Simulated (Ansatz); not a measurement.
PBE exchange is replaced step by step with exact exchange (0 % is PBE, 25 % PBE0; no dispersion term), basis def2-SVP, Ansatz. System: the cluster Al2As2. The state is a singlet with charge 0. Geometry: B3LYP-D4/def2-SVP.

Geometry of the singlet:

```xyz
4

Al   -0.290    0.926    0.842
Al    0.290   -0.926   -0.842
As   -1.727    0.369   -1.001
As    1.727   -0.369    1.001
```

The restricted singlet is unstable towards broken spin symmetry at other levels; at PBE-D4/def2-SVP, PBE with 10 % exact exchange/def2-SVP, PBE with 15 % exact exchange/def2-SVP, PBE0-D4/def2-SVP and others this wasn't settled. At PBE-D4/def2-SVP an occupied level of the charge 0 singlet lies above an empty one (by up to 0.05 eV), so this SCF solution is probably not the lowest. The geometry of the singlet was relaxed on an unsound state (restricted singlet, unstable towards broken spin symmetry at other levels and untested here). At PBE0-D4/def2-TZVP a triplet of charge 0 lies 0.59 eV below the restricted singlet, each at its own geometry. The structure comes from a short search, and lower isomers may exist.

```tsv
exact exchange (%)	HOMO (eV)	LUMO (eV)	gap (eV)
0	-4.81	-4.87	-0.05
10	-5.10	-4.67	0.43
15	-5.24	-4.57	0.67
25	-5.52	-4.36	1.16
40	-5.94	-4.05	1.89
```
